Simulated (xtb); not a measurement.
Input file for xtb: GFN2-xTB on CH5Ga (SMILES [CH3][GaH2]), a point of a torsion scan.

```
$ xtb mol.xyz --gfn 2 --sp --chrg 0 --uhf 0
7

C     -0.94649416    -0.06226429    -0.00098315
Ga     1.05860200     0.13696611    -0.12409098
H     -1.44434647     0.48700905    -0.80666366
H     -1.24441504    -1.11285008    -0.07172716
H     -1.32366966     0.31836180     0.95312121
H      1.79870233     0.97633447    -1.23914116
H      2.07170408    -0.53085060     0.88854320
```

Problem. What total energy does the run end on?

Solution. -5.8411 hartree.
